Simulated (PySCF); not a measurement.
# CaBr: frontier orbitals

PBE at R = 2.599 Å; Ca pcseg-1, Br pcseg-1; no relativity (PySCF 2.14). State: ²Σ⁺ (doublet), unpaired electrons σ ↑. Only the outer orbitals are listed, counted within each symmetry.

```csv
spin,orbital,occ.,ε (eV),on Ca (%),main shells (%)
α,5π,1,-27.85,100,100 Ca p
α,5π,1,-27.85,100,100 Ca p
α,11σ,1,-27.74,99,99 Ca p
α,12σ,1,-17.41,2,98 Br s
α,13σ,1,-6.97,12,86 Br p
α,6π,1,-6.28,7,93 Br p
α,6π,1,-6.28,7,93 Br p
α,14σ,1,-3.77,98,"78 Ca s, 14 Ca p"
α,2δ,0,-1.95,100,100 Ca d
α,2δ,0,-1.95,100,100 Ca d
α,7π,0,-1.90,99,"69 Ca d, 30 Ca p"
β,5π,1,-27.73,100,100 Ca p
β,5π,1,-27.73,100,100 Ca p
β,11σ,1,-27.58,99,99 Ca p
β,12σ,1,-17.39,2,98 Br s
β,13σ,1,-6.92,12,87 Br p
β,6π,1,-6.27,7,93 Br p
β,6π,1,-6.27,7,93 Br p
β,14σ,0,-2.82,99,"84 Ca s, 8 Ca d"
β,2δ,0,-1.55,100,100 Ca d
β,2δ,0,-1.55,100,100 Ca d
```

Problem. Which are the highest filled and the lowest empty level, where do they sit, and how wide is the gap?

Solution. Highest filled α 14σ at -3.77 eV (in %: 78 Ca s, 14 Ca p); lowest empty β 14σ at -2.82 eV (in %: 84 Ca s, 8 Ca d); the gap at PBE is 0.95 eV.

The bond order (Mayer) is 0.96, the ⟨S²⟩ is 0.750 and the charge on Ca (Mulliken, basis-dependent) is 0.48. The charge on Ca (Löwdin, basis-dependent) is 0.19, the dipole moment (positive dipole means Ca(−)Br(+)) is -4.06 D and the polarisability along the bond is 108.0 bohr³. The polarisability across the bond is 112.7 bohr³.

Spin–orbit coupling is left out. The state was picked by a PBE0 search and need not be the measured ground state.
